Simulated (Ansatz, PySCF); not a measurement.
Complex: H2O (SMILES O) (first 3 atoms) with GeH4 (SMILES [GeH4]); geometry from B3LYP-D3(BJ)/def2-TZVP, rigid monomers moved along the line of their centres of mass till O1···Ge4 is 2.95 Å.
(charge 0, multiplicity 1):
```tsv
atom	x (Å)	y (Å)	z (Å)
O	0.2621	-0.1240	0.4007
H	-0.6530	0.0334	0.1450
H	0.7021	0.7273	0.3054
Ge	-0.1270	-0.0505	3.3215
H	-0.3569	0.0333	4.8430
H	-0.5567	1.2875	2.6982
H	-0.9801	-1.1900	2.7515
H	1.3611	-0.3008	3.0531
```

Counterpoise-corrected where a basis set is named; no monomer relaxation.

Cores are frozen in the correlated methods. Filled d and f shells under p-block atoms count as core. CBS: X⁻³ extrapolation of the correlation energy, Hartree–Fock from the larger set.

Codes used: Ansatz (Gaussian basis) for Hartree–Fock, density functionals and correlated methods; PySCF for the dispersion terms. Each number belongs to the level named beside it.

The comparison value is -0.60 kcal/mol (CCSD(T)/CBS(aug-cc-pVDZ, aug-cc-pVTZ)). It is a level with limits of its own, not the exact answer.

Task: Order these levels by how close they come to the comparison value for the interaction energy, closest first: B3LYP-D3(BJ)/def2-TZVPPD, B3LYP/def2-TZVPPD, r2SCAN-D3(BJ)/def2-TZVPPD. Give each level's value less the comparison value.

Result: r2SCAN-D3(BJ)/def2-TZVPPD (-0.14 kcal/mol), B3LYP-D3(BJ)/def2-TZVPPD (0.30 kcal/mol), B3LYP/def2-TZVPPD (1.87 kcal/mol)

Ansatz is a program for electronic structure.
